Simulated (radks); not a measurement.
Effect of the nuclear size on neutral cadmium, [Kr] 4d10 5s2. Calculated with a radial shooting solver on a logarithmic mesh with Libxc functionals: Dirac Kohn-Sham, exchange-only LDA, spin-unpolarised, spherical densities, finite nucleus; Fermi nuclear charge, rms radius 4.6087 fm. The rms radius is varied about that value; shifts are against it.

| rms radius (fm) | total energy shift (eV) | density at nucleus (e/bohr^3) | 1s1/2 shift (meV) | 2s1/2 shift (meV) | 3p1/2 shift (meV) | 4s1/2 shift (meV) | 4p1/2 shift (meV) | 5s1/2 shift (meV) |
|---|---|---|---|---|---|---|---|---|
| 4.1294 | -0.637 | 1.613e+05 | -268 | -30.1 | 0.368 | -1.06 | 0.103 | -0.046 |
| 4.4428 | -0.227 | 1.597e+05 | -95.6 | -10.7 | 0.131 | -0.378 | 0.037 | -0.017 |
| 4.6087 | 0 | 1.588e+05 | 0.000 | 0.000 | 0.000 | 0.000 | 0.000 | 0.000 |
| 4.8391 | 0.327 | 1.578e+05 | 138 | 15.5 | -0.189 | 0.544 | -0.053 | 0.024 |
| 5.3922 | 1.17 | 1.554e+05 | 492 | 55.3 | -0.675 | 1.94 | -0.190 | 0.085 |

Slopes of the eigenvalues against <r^2> in GHz/fm^2, as finite differences over the two radii next to the reference (eigenvalue slopes, not the field-shift constants of lines): 1s1/2 15300, 2s1/2 1720, 3p1/2 -21.1, 4s1/2 60.6, 4p1/2 -5.92, 5s1/2 2.66.
